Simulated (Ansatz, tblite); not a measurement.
Forces on the cluster Te₃Pd₂ at its r2SCAN-D4/def2-SVP geometry. The state is a singlet with charge 0.

In the def2 sets Pd, Te take a core potential; there is no spin–orbit coupling. The xTB rows come from tblite. The restricted singlet is unstable towards broken spin symmetry in Hartree–Fock (as tested in another run); at PBE-D4/def2-TZVP this wasn't settled. No other spin state of charge 0 was run. Another isomer (singlet) lies 0.67 eV lower at PBE0-D4/def2-TZVP; other spin states weren't run for this one.

GFN1-xTB (tblite), largest force 2.60 eV/Å:

```xyz
5
positions Å, forces eV/Å
Pd    1.073   -0.132   -0.909    0.018   -0.012    0.040
Pd    0.758   -0.615    1.860   -0.448    0.203   -0.330
Te   -1.226    0.731   -1.743    0.834   -0.740    2.345
Te   -0.795   -1.640    0.052    0.274    1.869   -0.695
Te    0.190    1.655    0.740   -0.677   -1.319   -1.360
```

GFN2-xTB (tblite), largest force 1.17 eV/Å:

```
Pd -0.582 0.177 -0.009
Pd -0.448 0.203 -0.332
Te 0.615 -0.376 0.917
Te 0.477 0.900 -0.099
Te -0.061 -0.904 -0.477
```

PBE-D4/def2-TZVP (Ansatz), largest force 0.31 eV/Å:

```
Pd -0.112 0.037 -0.015
Pd -0.073 0.036 -0.066
Te 0.133 -0.075 0.168
Te 0.112 0.292 0.017
Te -0.061 -0.289 -0.104
```
